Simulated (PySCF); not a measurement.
Two-component Hartree-Fock for In²⁺ (indium, charge +2)

Start: [Kr] 4d9 5s1 5p1; 4d3/2 filled at m_j = -3/2, -1/2, +1/2, +3/2; 4d5/2 filled at m_j = -3/2, -1/2, +1/2, +3/2, +5/2; 5s1/2 filled at m_j = +1/2; 5p3/2 filled at m_j = +3/2. Calculated with PySCF 2.14 in x2c-TZVPall-2c with one added diffuse shell each of s, p, d, f type (9s10p6d3f, 90 functions): generalised Hartree-Fock with the X2C-1e Hamiltonian and a Gaussian nucleus; one run each with spin-orbit coupling (SO) switched off, then screened by Boettger's factors. This is a chosen level, not necessarily the ground level.

```tsv
spinor shell	electrons	ε, spin-free (eV)	ε, screened SO (eV)	weight of nominal j (screened SO)	rms radius, screened SO (bohr)
1s1/2	2	-28107.9	-28105.5	1.000	0.0340
2s1/2	2	-4322.0	-4321.3	1.000	0.139
2p1/2	2	-3874.9	-4021.1	1.000	0.120
2p3/2	4	-3874.9	-3807.9	1.000	0.125
3s1/2	2	-880.42	-880.28	1.000	0.371
3p1/2	2	-730.39	-757.72	1.000	0.365
3p3/2	4	-730.39	-717.85	1.000	0.376
3d3/2	4	-498.02	-502.94	0.999	0.350
4s1/2	2	-169.38	-169.40	1.000	0.902
4p1/2	2	-121.89	-127.61	0.989	0.962
4p3/2	4	-121.89	-119.30	0.994	0.989
4d3/2	4	-51.897	-52.791	0.882	1.21
4d5/2	5	-51.897	-51.323	0.906	1.22
5s1/2	1	-31.258	-31.273	0.998	2.46
5p3/2	1	-22.895	-22.688	1.000	2.89
```

**Question.** Where does 3d5/2 lie, and what is the 3d spin-orbit splitting (screened SO)?

**Answer.** At -494.64 eV, 8.298 eV above 3d3/2.

```csv
quantity,spin-free,screened SO
E (hartree),-5876.06740,-5877.35602
M_J,9/2,9/2
⟨J²⟩,24.764,24.764
⟨L²⟩,12.013,12.029
⟨S²⟩,3.751,3.767
```

Each row is a mean over spinors that exchange with the open shell spreads, by up to 6.906 eV (4p3/2).

Rows whose weight is well below 1 are mixtures of j = l ± 1/2: exchange outweighs spin-orbit coupling there, and the label is only the starting occupation.

Breit and QED terms are absent; they matter most for the inner s and p1/2 levels.

Densities and radii are taken from the X2C orbitals without a picture-change correction, which distorts them close to the nucleus.

Without spin-orbit coupling the j labels of p, d and f shells carry no meaning; the spin-free column gives the mean over the occupied spinors of each nl shell.
